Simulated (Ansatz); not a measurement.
A structure relaxed at B3LYP-D4/def2-SVP in Ansatz, charge 0, singlet:

```xyz
9

Hg   -4.281    1.091   -0.306
Hg    0.881   -1.918    0.002
Hg   -0.255    2.027    1.831
Hg   -1.679   -0.291    0.250
O     0.233    0.554   -1.174
O    -1.009   -2.343    0.517
O     2.559   -0.795   -0.534
O     1.112    1.326   -0.685
O     2.439    0.350    0.099
```

Problem. Give its formula.

Solution. Hg₄O₅.

Problem. Summarise the bond lengths by kind (pairs closer than 1.2 times the sum of covalent radii, bridged metal pairs left out).

Solution. 3 × Hg–O 2.00 to 2.17 Å; 2 × O–O 1.27 to 1.31 Å; 2 × Hg–Hg 3.00 to 3.15 Å.

In the def2 sets Hg takes a core potential; there is no spin–orbit coupling. The structure holds 2 bonds between oxygen atoms, so isomers without such links may lie far lower. The restricted singlet is unstable towards broken spin symmetry at other levels; at B3LYP-D4/def2-SVP this wasn't settled. At PBE0-D4/def2-TZVP a triplet of charge 0 lies 0.24 eV below the restricted singlet at the same geometry. That triplet is doubtful there (⟨S²⟩ 2.43, where a pure state has 2.00). The structure comes from a short search, and lower isomers may exist.
